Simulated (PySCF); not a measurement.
# Dipole response of Cr (chromium, neutral)

[Ar] 3d5 4s1, high-spin 7S determinant. Calculation: PySCF 2.14, in aug-cc-pVDZ-DK (7s6p4d2f, 59 functions); the spin-free X2C one-electron Hamiltonian (Gaussian nucleus). Coupled (time-dependent) response in atomic units; α is the mean over directions. A double-zeta set is small for polarisabilities.

```tsv
method	mean α (bohr³)	C₆ (like pair)	S(−4)
wB97M-V	88.46	771.2	6231
BHandHLYP	80.10	669.0	5155
```

S(−4) is the Cauchy moment in α(ω) = α(0) + S(−4) ω² + …

Reference α: 83 ± 12 bohr³ (recommended; Schwerdtfeger and Nagle, table of static dipole polarizabilities (2023 update)). Published C₆: 602.0 (Chu and Dalgarno (2004); Tang, Norbeck and Certain (1976)).

α(iu) at BHandHLYP:

| u (hartree) | α(iu) (bohr³) |
| --- | --- |
| 0 | 80.10 |
| 0.0500 | 69.20 |
| 0.100 | 50.09 |
| 0.200 | 25.95 |
| 0.300 | 15.98 |
| 0.500 | 8.601 |
| 0.750 | 5.282 |
| 1.00 | 3.709 |
| 1.50 | 2.216 |
| 2.00 | 1.514 |
| 3.00 | 0.8508 |
| 5.00 | 0.3750 |
